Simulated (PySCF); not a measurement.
# Correlation energy of Al²⁺ (aluminium, charge +2)

[Ne] 3s1, 2S determinant. Calculation: PySCF 2.14, in aug-cc-pCVTZ-DK with one added diffuse shell each of s, p, d, f type (9s8p6d4f, 91 functions); scalar relativity by spin-free X2C-1e. Frozen: 1s2; 9 electrons correlated.

```csv
level,correlation energy (mhartree)
CCSD,-279.96
(T),-2.01
CCSD(T),-281.97
```

Diagnostics: T1 = 0.0029, D1 = 0.0102, largest double amplitude 0.013.

Cost of the coupled-cluster step: of the order of 70 core-seconds, for 9 correlated electrons.
